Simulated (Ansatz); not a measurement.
Reaction R1 → 2 P1, each structure at its B3LYP-D3(BJ)/def2-TZVP stationary point, reached from a drawn start (curvature not checked).
R1, O2 (SMILES O=O) (charge 0, multiplicity 3):
```xyz
2

O      0.0000     0.0000    -0.6021
O      0.0000     0.0000     0.6021
```
P1: O atom, charge 0, multiplicity 3.

P less R. No zero-point or thermal terms; open shells are unrestricted; no spin–orbit coupling.

Correlated levels freeze the cores.

Programs: Ansatz (a first-principles code) with Gaussian orbitals. No computed number here is a measurement.

PBE/def2-TZVPP gives 6.239 eV for the reaction energy.

Question: Predict the shift from PBE, with its sign, for: r2SCAN/def2-TZVPP, B3LYP/def2-TZVPP, wB97M-V/def2-TZVPP, B2PLYP/def2-TZVPP, MP2/cc-pVQZ, CCSD(T)/cc-pVQZ.

Answer: r2SCAN/def2-TZVPP -0.609; B3LYP/def2-TZVPP -0.872; wB97M-V/def2-TZVPP -0.899; B2PLYP/def2-TZVPP -0.936; MP2/cc-pVQZ -0.650; CCSD(T)/cc-pVQZ -1.157 eV. 0 of 6 lie above PBE; the widest gap is to CCSD(T)/cc-pVQZ.
